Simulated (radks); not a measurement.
These are the eigenvalues of the occupied orbitals of an atom or ion with whole-number occupations (hartree). Method: Dirac Kohn-Sham, BLYP, spin-unpolarised, spherical densities, finite nucleus; Fermi nuclear charge, rms radius of each element as measured or else 0.836 A^(1/3) + 0.57 fm; computed with a radial shooting solver on a logarithmic mesh with Libxc functionals.

| orbital | eigenvalue |
|---|---|
| 1s1/2 | -1715.299 |
| 2s1/2 | -281.5638 |
| 2p1/2 | -266.9938 |
| 2p3/2 | -244.8354 |
| 3s1/2 | -63.03363 |
| 3p1/2 | -56.75908 |
| 3p3/2 | -52.27446 |
| 3d3/2 | -41.37907 |
| 3d5/2 | -40.40545 |
| 4s1/2 | -13.84481 |
| 4p1/2 | -11.43371 |
| 4p3/2 | -10.43658 |
| 4d3/2 | -6.45992 |
| 4d5/2 | -6.27978 |
| 5s1/2 | -2.92068 |
| 5p1/2 | -2.22167 |
| 5p3/2 | -2.06266 |
| 4f5/2 | -1.63865 |
| 4f7/2 | -1.61448 |
| 5f5/2 | -0.43404 |
| 5f7/2 | -0.43313 |

Which element is it, and in what charge state? The configuration may be excited. Open shells, if any, are shared by 2j + 1.

Answer. Z = 62, samarium, charge +3: Sm3+ in [Xe] 4f4 5f1. The list shows which subshells hold electrons but not how many an open one holds; the 1s level, -1715.3 hartree, gives Z - s = 58.6 by -(Z - s)^2/2, which with screening and relativity narrows Z to a few neighbours, and the depths of the outer levels then fix element, charge and occupations together.
